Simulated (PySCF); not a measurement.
Molecule: `c1ccc2c(c1)CCO2`, C8H8O.

Cartesian coordinates in Å; atom numbers follow the order of the lines, from 1:
```xyz
17

C     2.145   -0.820   -0.209
C     2.336    0.475    0.241
C     1.262    1.316    0.496
C    -0.009    0.817    0.281
C    -0.210   -0.486   -0.174
C     0.862   -1.312   -0.421
C    -1.688   -0.716   -0.305
C    -2.260    0.645    0.142
O    -1.166    1.500    0.478
H     2.997   -1.455   -0.397
H     3.340    0.842    0.398
H     1.403    2.324    0.848
H     0.709   -2.322   -0.772
H    -2.028   -1.529    0.338
H    -1.969   -0.957   -1.332
H    -2.897    0.556    1.028
H    -2.835    1.134   -0.651
```

Frames of a GFN2-xTB Langevin trajectory at 200 K; GIAO PBE0/pcSseg-1 shieldings in PySCF, gas phase, non-relativistic; equivalent atoms averaged within each frame.

Scale: TMS for $^{13}$C (σref 186.93) and $^{1}$H (σref 31.72); $^{17}$O (σref 336.08) vs H2O (reference shieldings calculated alike). The references are static minima.

Problem. How do the shifts (ppm) fluctuate along the trajectory?

Solution. 
| time (fs) | C4 | C2 | C5 | C6 | C1 | C3 | C8 | C7 | O9 | H12 |
| --- | --- | --- | --- | --- | --- | --- | --- | --- | --- | --- |
| optimised geometry | 168.3 | 133.4 | 131.0 | 130.2 | 124.5 | 114.1 | 72.5 | 33.5 | 128.1 | 6.96 |
| 250 | 174.1 | 142.7 | 131.3 | 127.2 | 127.1 | 117.8 | 70.2 | 37.1 | 152.6 | 7.62 |
| 425 | 174.1 | 135.0 | 130.8 | 130.8 | 124.1 | 115.5 | 75.4 | 36.2 | 130.9 | 6.77 |
| 625 | 160.7 | 133.8 | 136.9 | 133.1 | 127.7 | 111.2 | 69.2 | 34.6 | 134.0 | 7.54 |
| 800 | 177.9 | 139.9 | 127.5 | 126.2 | 119.4 | 118.9 | 72.8 | 38.0 | 130.1 | 6.91 |
| 1000 | 165.7 | 134.5 | 135.2 | 132.7 | 125.4 | 109.9 | 76.9 | 39.5 | 145.5 | 6.70 |
| mean of frames | 170.5 | 137.2 | 132.4 | 130.0 | 124.7 | 114.6 | 72.9 | 37.1 | 138.6 | 7.11 |
| standard deviation | 7.0 | 3.9 | 3.7 | 3.2 | 3.3 | 3.9 | 3.3 | 1.9 | 10.0 | 0.44 |

5 frames give an uncertainty of the mean of about the standard deviation over 2.2 at best, since frames this close in time may not be independent; classical motion lacks zero-point vibration, and the reference would need the same averaging.
